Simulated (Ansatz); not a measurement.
Ge₁₉H₂₈, a nanocrystal cut from cubic germanium, relaxed as a singlet with RKS PBE-D4/def2-SVP in Ansatz, starting from the GFN2-xTB geometry. Force threshold 0.03 eV/Å.

Single mean-field runs in def2-SVP are fitted with def2-universal-jkfit.

Start:

```tsv
atom	x (Å)	y (Å)	z (Å)
Ge1	0.8481	-1.2248	3.9603
Ge2	-2.4969	-2.5857	2.2322
Ge3	2.6566	2.1065	2.5293
Ge4	-0.5712	0.5871	0.6418
Ge5	1.0994	4.0396	-0.6134
Ge6	2.8540	0.4006	-1.1697
Ge7	-2.2880	2.6605	-2.3629
Ge8	1.0538	-2.9153	0.2542
Ge9	-0.5142	-0.9720	-2.9114
Ge10	-4.0752	-0.6275	-0.9467
Ge11	2.7741	0.2159	4.0132
Ge12	-0.3012	-1.5891	1.8311
Ge13	-4.1174	-2.5827	0.4550
Ge14	3.1629	-1.7757	-0.1362
Ge15	1.5643	1.8433	0.3578
Ge16	-1.9238	0.4222	-1.4472
Ge17	-0.4366	4.1939	-2.4598
Ge18	1.6213	0.1358	-3.2467
Ge19	-0.1459	-3.1236	-1.8481
H20	1.1805	-2.5655	4.5982
H21	-0.1867	-0.6821	4.9339
H22	-3.0934	-1.8664	3.4308
H23	-2.3301	-3.9921	2.7866
H24	1.9431	3.2405	3.2479
H25	4.0419	2.7035	2.3345
H26	-1.4209	1.4586	1.5969
H27	0.5843	4.9199	0.5148
H28	2.4067	4.7392	-0.9556
H29	4.2293	1.0070	-1.4814
H30	-3.3993	3.2987	-1.5437
H31	-2.9526	2.5570	-3.7273
H32	1.3427	-4.3184	0.8063
H33	-1.1782	-1.1973	-4.2768
H34	-4.9493	0.4391	-0.3068
H35	-4.8336	-0.8894	-2.2391
H36	3.0364	0.6835	5.4344
H37	4.0186	-0.5929	3.7034
H38	-5.5118	-2.7895	1.0209
H39	-3.9314	-3.8209	-0.3995
H40	3.8816	-1.5909	1.1958
H41	4.1487	-2.6419	-0.9016
H42	0.3163	3.9938	-3.7609
H43	-0.9425	5.6191	-2.5990
H44	1.3736	1.5138	-3.8515
H45	2.4538	-0.5330	-4.3277
H46	-1.4965	-3.7778	-1.5794
H47	0.5049	-4.1245	-2.7871
```

```tsv
step	energy (eV)	largest force component (eV/Å)	SCF passes
1	-1074016.9379	0.676	18
2	-1074017.5470	0.311	20
3	-1074017.6722	0.049	19
4	-1074017.6784	0.062	20
5	-1074017.6843	0.077	20
6	-1074017.6921	0.058	18
7	-1074017.6949	0.056	20
8	-1074017.6975	0.038	21
9	-1074017.6986	0.003	21
```

Force components are those of the run's own axes.

End:

```xyz
47

Ge    0.777   -1.171    3.989
Ge   -2.520   -2.513    2.285
Ge    2.585    2.158    2.559
Ge   -0.704    0.723    0.794
Ge    1.049    4.062   -0.538
Ge    2.782    0.446   -1.106
Ge   -2.335    2.686   -2.284
Ge    0.998   -2.841    0.306
Ge   -0.560   -0.912   -2.831
Ge   -4.097   -0.557   -0.890
Ge    2.861    0.103    3.857
Ge   -0.346   -1.471    1.828
Ge   -3.976   -2.676    0.326
Ge    3.158   -1.785   -0.164
Ge    1.448    1.833    0.409
Ge   -1.910    0.468   -1.325
Ge   -0.324    4.050   -2.562
Ge    1.630    0.108   -3.242
Ge   -0.121   -3.117   -1.856
H     1.046   -2.564    4.633
H    -0.208   -0.407    4.924
H    -3.237   -1.642    3.360
H    -2.299   -3.926    2.902
H     1.727    3.155    3.394
H     3.972    2.825    2.317
H    -1.561    1.604    1.761
H     0.316    4.905    0.548
H     2.414    4.756   -0.824
H     4.154    1.149   -1.355
H    -3.305    3.433   -1.321
H    -3.065    2.530   -3.652
H     1.229   -4.240    0.960
H    -1.324   -1.079   -4.183
H    -4.924    0.452   -0.039
H    -4.853   -0.760   -2.237
H     3.329    0.468    5.298
H     3.968   -0.775    3.212
H    -5.408   -3.083    0.787
H    -3.452   -3.790   -0.621
H     4.038   -1.713    1.115
H     3.914   -2.648   -1.219
H     0.512    3.508   -3.754
H    -0.741    5.512   -2.905
H     1.489    1.445   -4.023
H     2.477   -0.869   -4.113
H    -1.433   -3.938   -1.709
H     0.830   -3.902   -2.811
```

By distances, no bond broke or formed. The bond that changes most is Ge4–Ge12, from 2.49 to 2.45 Å (atoms count from 1).

No frequencies were taken in this run, so the end may be a saddle point.

It took 28 s on 11 threads of AMD EPYC 7R13 on a shared host and a whole NVIDIA H100 80GB HBM3.
